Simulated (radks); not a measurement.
Task: These are the eigenvalues of the occupied orbitals of an atom or ion with whole-number occupations (eV). Calculated with a radial shooting solver on a logarithmic mesh with Libxc functionals: scalar-relativistic Kohn-Sham, LDA (Slater exchange, VWN5 correlation), spin-polarised, spherical densities, point nucleus.

1s down: -53645.31
1s up: -53645.31
2s up: -8961.372
2s down: -8961.282
2p up: -7958.053
2p down: -7957.988
3s up: -2020.920
3s down: -2018.790
3p up: -1712.948
3p down: -1710.833
3d up: -1315.915
3d down: -1314.264
4s up: -427.2695
4s down: -422.8083
4p up: -325.6927
4p down: -321.2992
4d up: -187.3267
4d down: -183.0420
5s up: -79.4827
5s down: -77.3989
5p up: -54.5571
5p down: -53.0043
4f up: -36.5843
4f down: -32.7915

Which element is it, and in what charge state? The configuration may be excited. Open shells, if any, are filled with parallel spins first.

Result: Z = 66, dysprosium, charge +3: Dy3+ in [Xe] 4f9. The list shows which subshells hold electrons but not how many an open one holds; the 1s level, -1971.4 hartree, gives Z - s = 62.8 by -(Z - s)^2/2, which with screening and relativity narrows Z to a few neighbours, and the depths of the outer levels then fix element, charge and occupations together.
